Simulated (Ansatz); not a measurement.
One change: `[O]=[W]([F])([F])([F])[F]` becomes `[O]=[Mo]([F])([F])([F])[F]`.

Ansatz, PBE0-D4/def2-TZVP geometries, multiplicity 1. 

Elements past krypton have def2 core potentials.

```json
{"property": "LUMO energy (ωB97M-V/def2-TZVPP) / eV", "`[O]=[W]([F])([F])([F])[F]`": "-1.65"}
{"property": "HOMO–LUMO gap (ωB97M-V/def2-TZVPP) / eV", "`[O]=[W]([F])([F])([F])[F]`": "12.41"}
{"property": "LUMO energy (B3LYP/def2-TZVPP) / eV", "`[O]=[W]([F])([F])([F])[F]`": "-4.23"}
{"property": "HOMO energy (B3LYP/def2-TZVPP) / eV", "`[O]=[W]([F])([F])([F])[F]`": "-11.37"}
{"property": "HOMO–LUMO gap (B3LYP/def2-TZVPP) / eV", "`[O]=[W]([F])([F])([F])[F]`": "7.14"}
{"property": "HOMO energy (PBE/def2-TZVPP) / eV", "`[O]=[W]([F])([F])([F])[F]`": "-9.82"}
```

(1) What does the change do to each property? (Estimate.)

Results:

(1) The calculation gave: 
| property | `[O]=[Mo]([F])([F])([F])[F]` | shift |
| --- | --- | --- |
| LUMO energy (ωB97M-V/def2-TZVPP) / eV | -1.85 | -0.20 |
| HOMO–LUMO gap (ωB97M-V/def2-TZVPP) / eV | 11.61 | -0.80 |
| LUMO energy (B3LYP/def2-TZVPP) / eV | -4.32 | -0.09 |
| HOMO energy (B3LYP/def2-TZVPP) / eV | -10.77 | 0.60 |
| HOMO–LUMO gap (B3LYP/def2-TZVPP) / eV | 6.45 | -0.69 |
| HOMO energy (PBE/def2-TZVPP) / eV | -9.06 | 0.76 |

With PBE0 the HOMO rises by 0.60 eV and the LUMO falls by 0.09 eV, so the gap narrows by about 0.69 eV. PBE moves the HOMO by 0.76 eV and ωB97M-V by 0.60 eV.

B3LYP here is the variant with VWN-RPA as its local correlation; programs differ in this.
